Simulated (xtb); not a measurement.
Input for xtb: GFN2-xTB on BrGaH2O2 (SMILES [OH][Ga]([OH])[Br]), a point of a torsion scan.

```
$ xtb mol.xyz --gfn 2 --opt vtight --chrg 0 --uhf 0 --input xcontrol
6

O     -1.22099278    -1.14277405     0.52429983
Ga    -0.08550945     0.36970836     0.59888716
O      1.56040698     0.30768470     1.48478867
Br    -0.04763507     1.57286559    -1.65555682
H     -1.18697944    -1.46104282    -0.41667223
H      2.02972522    -0.51929318     1.19420971
$constrain
  force constant=1.0
  dihedral: 5,1,2,4,30.0
$end
```

Output:

```
[...]
           -------------------------------------------------
          |                Calculation Setup                |
           -------------------------------------------------



           -------------------------------------------------
          |                 G F N 2 - x T B                 |
           -------------------------------------------------

        Reference                      10.1021/acs.jctc.8b01176
      * Hamiltonian:
        H0-scaling (s, p, d)           1.850000    2.230000    2.230000
        zeta-weighting                 0.500000
      * Dispersion:
        s8                             2.700000
        a1                             0.520000
        a2                             5.000000
        s9                             5.000000
      * Repulsion:
        kExp                           1.500000    1.000000
        rExp                           1.000000
      * Coulomb:
        alpha                          2.000000
        third order                    shell-resolved
        anisotropic                    true
        a3                             3.000000
        a5                             4.000000
        cn-shift                       1.200000
        cn-exp                         4.000000
        max-rad                        5.000000


          ...................................................
          :                      SETUP                      :
          :.................................................:
          :  # basis functions                  30          :
          :  # atomic orbitals                  28          :
          :  # shells                           12          :
          :  # electrons                        24          :
          :  max. iterations                   250          :
          :  Hamiltonian                  GFN2-xTB          :
          :  restarted?                      false          :
          :  GBSA solvation                  false          :
          :  PC potential                    false          :
          :  electronic temp.          300.0000000     K    :
          :  accuracy                    1.0000000          :
          :  -> integral cutoff          0.2500000E+02      :
          :  -> integral neglect         0.1000000E-07      :
          :  -> SCF convergence          0.1000000E-05 Eh   :
          :  -> wf. convergence          0.1000000E-03 e    :
          :  Broyden damping             0.4000000          :
          :  net charge                          0          :
          :  unpaired electrons                  0          :
          ...................................................

 iter      E             dE          RMSdq      gap      omega  full diag
   1    -14.5457574 -0.145458E+02  0.129E+01    2.30       0.0  T
   2    -14.5537067 -0.794930E-02  0.770E+00    2.10       1.0  T
   3    -14.5545070 -0.800290E-03  0.153E+00    2.03       1.0  T
   4    -14.5552702 -0.763183E-03  0.115E+00    1.93       1.0  T
   5    -14.5553640 -0.938382E-04  0.840E-01    2.00       1.0  T
   6    -14.5557098 -0.345766E-03  0.422E-01    1.99       1.0  T
   7    -14.5556622  0.475668E-04  0.355E-01    1.97       1.0  T
   8    -14.5558426 -0.180370E-03  0.105E-01    1.99       1.0  T
   9    -14.5558451 -0.256586E-05  0.455E-02    2.00       1.0  T
  10    -14.5558457 -0.594979E-06  0.161E-02    2.00       2.5  T
  11    -14.5558463 -0.593115E-06  0.796E-03    2.00       5.1  T
  12    -14.5558464 -0.801797E-07  0.352E-03    2.00      11.6  T
  13    -14.5558464 -0.268484E-07  0.530E-04    2.00      77.1  T
  14    -14.5558464 -0.190202E-09  0.273E-04    2.00     149.4  T

   *** convergence criteria satisfied after 14 iterations ***

         #    Occupation            Energy/Eh            Energy/eV
      -------------------------------------------------------------
         1        2.0000           -0.8541859             -23.2436
       ...           ...                  ...                  ...
         6        2.0000           -0.5626518             -15.3105
         7        2.0000           -0.5055628             -13.7571
         8        2.0000           -0.5043431             -13.7239
         9        2.0000           -0.4889807             -13.3058
        10        2.0000           -0.4704622             -12.8019
        11        2.0000           -0.4473560             -12.1732
        12        2.0000           -0.4444256             -12.0934 (HOMO)
        13                         -0.3709345             -10.0936 (LUMO)
        14                         -0.1328774              -3.6158
        15                         -0.0794910              -2.1631
        16                         -0.0508508              -1.3837
        17                         -0.0009016              -0.0245
       ...                                ...                  ...
        28                          1.2316500              33.5149
      -------------------
[...]
             ...                  ...
        28                          2.2620536              61.5536
      -------------------------------------------------------------
                  HL-Gap            0.1475695 Eh            4.0156 eV
             Fermi-level           -0.3850731 Eh          -10.4784 eV

 SCC (total)                   0 d,  0 h,  0 min,  0.002 sec
 SCC setup                      ...        0 min,  0.000 sec (  1.712%)
 Dispersion                     ...        0 min,  0.000 sec (  0.449%)
 classical contributions        ...        0 min,  0.000 sec (  0.184%)
 integral evaluation            ...        0 min,  0.001 sec ( 27.291%)
 iterations                     ...        0 min,  0.000 sec ( 21.599%)
 molecular gradient             ...        0 min,  0.001 sec ( 45.696%)
 printout                       ...        0 min,  0.000 sec (  2.736%)

         :::::::::::::::::::::::::::::::::::::::::::::::::::::
         ::                     SUMMARY                     ::
         :::::::::::::::::::::::::::::::::::::::::::::::::::::
         :: total energy             -14.563927318262 Eh    ::
         :: gradient norm              0.000099003510 Eh/a0 ::
         :: HOMO-LUMO gap              4.015570888456 eV    ::
         ::.................................................::
         :: SCC energy               -14.615076858125 Eh    ::
         :: -> isotropic ES            0.071416809983 Eh    ::
         :: -> anisotropic ES         -0.006126491557 Eh    ::
         :: -> anisotropic XC         -0.018031299999 Eh    ::
         :: -> dispersion             -0.003162825780 Eh    ::
         :: repulsion energy           0.051145895471 Eh    ::
         :: add. restraining           0.000003644393 Eh    ::
         :: total charge               0.000000000000 e     ::
         :::::::::::::::::::::::::::::::::::::::::::::::::::::

           -------------------------------------------------
          |                Property Printout                |
           -------------------------------------------------

    * Orbital Energies and Occupations

         #    Occupation            Energy/Eh            Energy/eV
      -------------------------------------------------------------
         1        2.0000           -0.8640861             -23.5130
         2        2.0000           -0.7181638             -19.5422
         3        2.0000           -0.7080005             -19.2657
         4        2.0000           -0.6316677             -17.1886
         5        2.0000           -0.5909005             -16.0792
         6        2.0000           -0.5444090             -14.8141
         7        2.0000           -0.5072931             -13.8041
         8        2.0000           -0.5034058             -13.6984
         9        2.0000           -0.4983654             -13.5612
        10        2.0000           -0.4806695             -13.0797
        11        2.0000           -0.4624152             -12.5830
        12        2.0000           -0.4588578             -12.4862 (HOMO)
        13                         -0.3112883              -8.4706 (LUMO)
        14                         -0.1215036              -3.3063
        15                         -0.0304148              -0.8276
        16                         -0.0020613              -0.0561
        17                          0.0055254               0.1504
        18                          0.0094273               0.2565
        19                          0.0242939               0.6611
        20                          0.0576291               1.5682
        21                          0.0692918               1.8855
        22                          0.1176427               3.2012
        23                          0.1279275               3.4811
       ...                                ...                  ...
        28                          2.2620536              61.5536
      -------------------------------------------------------------
                  HL-Gap            0.1475695 Eh            4.0156 eV
             Fermi-level           -0.3850731 Eh          -10.4784 eV

     #   Z          covCN         q      C6AA      α(0)
     1   8 O        1.563    -0.436    21.613     6.273
     2  31 Ga       2.342     0.180   214.163    32.818
     3   8 O        1.563    -0.417    21.243     6.219
Note: The following floating-point exceptions are signalling: IEEE_UNDERFLOW_FLAG IEEE_DENORMAL
normal termination of xtb
     4  35 Br       0.818    -0.004   184.821    21.919
     5   1 H        0.808     0.334     0.626     1.243
     6   1 H        0.813     0.343     0.604     1.220

 Mol. C6AA /au·bohr⁶  :       1476.028207
 Mol. C8AA /au·bohr⁸  :      93478.337896
 Mol. α(0) /au        :         69.691525


Wiberg/Mayer (AO) data.
largest (>0.10) Wiberg bond orders for each atom

 ---------------------------------------------------------------------------
     #   Z sym  total        # sym  WBO       # sym  WBO       # sym  WBO
 ---------------------------------------------------------------------------
     1   8 O    2.286 --     2 Ga   1.212     5 H    0.848     4 Br   0.143
     2  31 Ga   3.737 --     3 O    1.246     4 Br   1.216     1 O    1.212
     3   8 O    2.308 --     2 Ga   1.246     6 H    0.841     4 Br   0.129
     4  35 Br   1.498 --     2 Ga   1.216     1 O    0.143     3 O    0.129
     5   1 H    0.888 --     1 O    0.848
     6   1 H    0.882 --     3 O    0.841
 ---------------------------------------------------------------------------

Topologies differ in total number of bonds
Writing topology from bond orders to xtbtopo.mol

molecular dipole:
                 x           y           z       tot (Debye)
 q only:       -0.265      -0.447      -0.130
   full:       -0.056      -1.540       0.815       4.432
molecular quadrupole (traceless):
                xx          xy          yy          xz          yz          zz
 q only:        0.164      -0.433      -0.945       3.354      -0.205       0.780
  q+dip:        5.337       0.681      -4.219       2.509       7.990      -1.118
   full:        4.902      -0.357      -4.403       1.538       9.376      -0.499

           -------------------------------------------------
          |                Geometry Summary                 |
           -------------------------------------------------

      molecular mass/u    :      183.6412852
   center of mass at/Å    :        0.1058888       0.7227039      -0.4543971
  moments of inertia/u·Å² :        0.7987410E+02   0.3121839E+03   0.3916589E+03
rotational constants/cm⁻¹ :        0.2110525E+00   0.5399904E-01   0.4304162E-01

 * 5 selected distances

     #   Z          #   Z                                           value/Å
     1   8 O        2  31 Ga                                      1.7373200
     2  31 Ga       3   8 O                                       1.7316093
     2  31 Ga       4  35 Br                                      2.2554056 (max)
     1   8 O        5   1 H                                       0.9549842 (min)
     3   8 O        6   1 H                                       0.9571593

 * 3 distinct bonds (by element types)

   Z      Z             #   av. dist./Å        max./Å        min./Å
   1 H    8 O           2     0.9560718     0.9571593     0.9549842
   8 O   31 Ga          2     1.7344647     1.7373200     1.7316093
  31 Ga  35 Br          1     2.2554056     2.2554056     2.2554056


optimized geometry written to: xtbopt.xyz


           -------------------------------------------------
          | TOTAL ENERGY              -14.563927318262 Eh   |
          | GRADIENT NORM               0.000099003510 Eh/α |
          | HOMO-LUMO GAP               4.015570888456 eV   |
           -------------------------------------------------

------------------------------------------------------------------------
------------------------------------------------------------------------
 total:
 SCF:
 ANC optimizer:
```

The run finished.

Warnings raised: the energy holds the restraint's term.

Cost: roughly 0.10 core-seconds.
